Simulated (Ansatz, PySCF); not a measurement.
Gas-phase reaction R1 + R2 → P1, each structure at its B3LYP-D3(BJ)/def2-TZVP stationary point, reached from a drawn start (curvature not checked).
R1, CF3 (SMILES F[C](F)F) (charge 0, multiplicity 2):
```
atom    x (Å)    y (Å)    z (Å)
----  -------  -------  -------
F     -0.5735  -0.6175   0.9419
C      0.2660  -0.1254   0.0483
F     -0.1029  -0.4370  -1.1815
F      0.4105   1.1800   0.1913
```
R2: F atom, charge 0, multiplicity 2.
P1, CF4 (SMILES FC(F)(F)F) (charge 0, multiplicity 1):
```csv
atom,x (Å),y (Å),z (Å)
F,0.0101,1.2126,-0.5366
C,0.0000,0.0000,0.0000
F,1.1502,-0.6072,-0.2584
F,-0.1627,0.0987,1.3123
F,-0.9975,-0.7040,-0.5174
```

```tsv
level	reaction energy (kcal/mol)	minus CCSD(T)/cc-pVQZ	cost
HF/cc-pVDZ	-88.86	42.84	-
HF/cc-pVTZ	-90.51	41.19	-
HF/cc-pVQZ	-90.01	41.69	-
SVWN5/def2-TZVPP	-158.03	-26.33	×0.7
PBE/def2-TZVPP	-131.96	-0.26	×1
BLYP/def2-TZVPP	-125.49	6.21	×1
revPBE/def2-TZVPP	-124.39	7.31	×1
r2SCAN/def2-TZVPP	-128.15	3.55	×1
B97M-V/def2-TZVPP	-131.60	0.10	×2
B3LYP/def2-TZVPP	-125.63	6.07	×1
PBE0/def2-TZVPP	-128.09	3.61	×1
BHLYP/def2-TZVPP	-120.33	11.37	×1
M06-2X/def2-TZVPP	-132.30	-0.60	-
CAM-B3LYP/def2-TZVPP	-129.50	2.20	×1
wB97X-V/def2-TZVPP	-131.41	0.29	×2
wB97M-V/def2-TZVPP	-133.26	-1.56	×3
B2PLYP/def2-TZVPP	-128.04	3.67	×2
MP2/cc-pVDZ	-130.94	0.76	-
MP2/cc-pVTZ	-137.23	-5.53	-
MP2/cc-pVQZ	-138.74	-7.04	-
SCS-MP2/cc-pVDZ	-127.68	4.02	-
SCS-MP2/cc-pVTZ	-133.57	-1.87	-
SCS-MP2/cc-pVQZ	-135.20	-3.50	-
CCSD/cc-pVDZ	-122.91	8.80	-
CCSD/cc-pVTZ	-127.50	4.20	-
CCSD/cc-pVQZ	-128.76	2.94	-
CCSD(T)/cc-pVDZ	-124.62	7.08	×2
CCSD(T)/cc-pVTZ	-130.26	1.44	×20
CCSD(T)/cc-pVQZ	-131.70	0.00	×400*
```

 The comparison column counts from a level with limits of its own.

P less R. No zero-point or thermal terms; singlets are restricted closed shells; open shells are unrestricted; no spin–orbit coupling.

Frozen-core correlation throughout.

Run with Ansatz (an electronic-structure program); PySCF for M06-2X. No computed number here is a measurement.

Costs are rough ratios of core time to PBE/def2-TZVPP (about 5 s over the structures, on one shared machine); a dash marks a level with no comparable run of its own. A star marks coupled-cluster runs past 200 virtual orbitals, where the program's memory plan changes under this machine's limit, so their costs aren't comparable with smaller runs.
